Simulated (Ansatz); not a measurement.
IIn, triplet, geometry from GFN2-xTB (such geometries of metal compounds can be far from the true shape) (the spin is typed, not shown lowest) (all electrons, no relativity), with bond 2-1 at 2.2 times its length; HF/3-21G in Ansatz (a first-principles code).

Ansatz was given this input:
Ansatz 0.2 input:
```yaml
crystal:
  periodic: [false, false, false]
  atoms:
    - {symbol: In, position_ang: [-0.00000000, -0.00000000, -1.50442166]}
    - {symbol: I, position_ang: [0.00000000, 0.00000000, 4.86524289]}
basis:
  gaussian:
    orbitals: 3-21G.json
hamiltonian:
  xc: hf
magnetization: {spin_polarized: true, initial_magnetization: 2}
```
The basis file holds 3-21G in the JSON format of the Basis Set Exchange.

What the program printed (banner, timings and long lists left out):

```
Functional definition: HF
794 factors; integrals over basis functions are off by at most 1.7e-4 eV
mean field evaluation 1: about -342942.7845 eV, gradient 8.8e0 eV
mean field evaluation 2: about -342942.7846 eV, gradient 8.8e0 eV
mean field evaluation 4: about -342942.8970 eV, gradient 3.6e-1 eV
mean field evaluation 8: about -342942.8997 eV, gradient 1.3e-5 eV
mean field evaluation 16: about -342942.9026 eV, gradient 2.0e-3 eV
mean field evaluation 32: about -342942.8826 eV, gradient 2.3e0 eV
mean field evaluation 64: about -342942.9003 eV, gradient 4.2e-3 eV
mean field evaluation 96: about -342942.8976 eV, gradient 2.1e-2 eV
mean field evaluation 128: about -342942.8983 eV, gradient 2.2e-1 eV
mean field evaluation 160: about -342942.8914 eV, gradient 1.6e-1 eV
mean field evaluation 192: about -342942.9047 eV, gradient 4.4e-3 eV
mean field evaluation 224: about -342942.8618 eV, gradient 1.4e0 eV
mean field evaluation 256: about -342942.8997 eV, gradient 7.5e-4 eV
mean field -342942.90686584 eV, -12602.9193722682 hartree, gradient 6.9e-7 eV, S^2 2.000625; 11 other end points of the search recorded, 0 dependent functions left out
reference -342942.90686584 eV, -12602.9193722682 hartree; 52, 50 occupied and 14, 16 virtual orbitals, 794 factors
Total energy: -342942.90686584 eV, -12602.9193722682 hartree
```
